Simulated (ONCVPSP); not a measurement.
Transferability test, ONCV potential for W

ONCVPSP 4.0.1 input, shortened (lines: element, Z, core and valence counts, functional; n l f; lmax; l rc ep ncon nbas qcut; lloc lpopt rc5 dvloc0; l nproj debl; icmod fcfact rcfact), PBE, fully relativistic:

```
  W 74.00   10    4        4      upf
    1    0    2.00
    2    0    2.00
    2    1    6.00
    3    0    2.00
    3    1    6.00
    3    2   10.00
    4    0    2.00
    4    1    6.00
    4    2   10.00
    4    3   14.00
    5    0    2.00
    5    1    6.00
    5    2    4.50
    6    0    1.50
    2
    0    1.90    0.00    4    8    4.90
    1    1.60    0.00    5    9    7.60
    2    2.60    0.00    4    8    7.20
    4    4    1.55    0.00
    0    2    2.90
    1    2    3.70
    2    1    2.90
    1    0.55    0.00
```

Open shells are filled in proportion to 2j + 1.

Energies are relative to the spin-unpolarised reference configuration 5s2 5p6 5d4.5 6s1.5; without spin polarisation the order of configurations can differ from experiment.

| valence configuration | charge | ΔE all-electron (eV) | error AE − PS (meV) |
| --- | --- | --- | --- |
| 5s2 5p6 5d4 6s2 | 0 | -0.693 | -2.0 |
| 5s2 5p6 5d4 6s1 | +1 | 8.196 | -0.7 |

**Question.** What are ΔE and the potential's error for 5s2 5p6 5d3 6s2?

**Answer.** ΔE = 8.141 eV all-electron; the error (AE − PS) is -13 meV.

**Question.** What are ΔE and the potential's error for 5s2 5p6 5d4 6s0?

**Answer.** ΔE = 23.878 eV all-electron; the error (AE − PS) is -9.3 meV.

Levels in the configuration 5s2 5p6 5d4 6s2:

```
   level  all-electron (eV)  pseudo (eV)
5s j=1/2            -78.890      -78.849
5p j=3/2            -40.457      -40.459
5p j=1/2            -50.276      -50.271
5d j=5/2             -4.201       -4.206
5d j=3/2             -4.929       -4.934
6s j=1/2             -5.718       -5.714
```
